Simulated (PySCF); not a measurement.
From computed data to an observable: oscillator strength and radiative lifetime

B(F)(NCO)(OMe) (C2H3BFNO2), SMILES FB(N=C=O)OC.

Geometry: r2SCAN-D4/def2-SVP. This is a generated structure with no PubChem entry under its InChIKey; it may be hypothetical. One conformer was computed; it need not be the lowest.

PySCF with TDDFT-LC-ωPBE/def2-SVPD puts the first singlet state with f over 0.02 at 7.40 eV (vertical), with the transition dipole (-0.110, -0.503, 0.000) in atomic units.

Find the oscillator strength, the wavelength and the radiative lifetime that this transition would have in vacuum if emission retraced absorption.


|μ|² = 0.2651 au, so |μ| = 1.31 D. ΔE = 7.40/27.211 = 0.2719 hartree. f = (2/3) ΔE |μ|² = 0.048 (the program prints 0.048).
λ = 1239.84/7.40 = 168 nm; ν = 59685 cm⁻¹.
Einstein's coefficient A = 0.6670 ν² f s⁻¹ (ν in cm⁻¹) = 1.1e8 s⁻¹, so τ = 1/A = 8.8 ns. This state is S2; the lower singlet has f = 0.000. The figure is the radiative limit of this one transition; relaxation, internal conversion, crossing to triplets and a medium change what is measured.
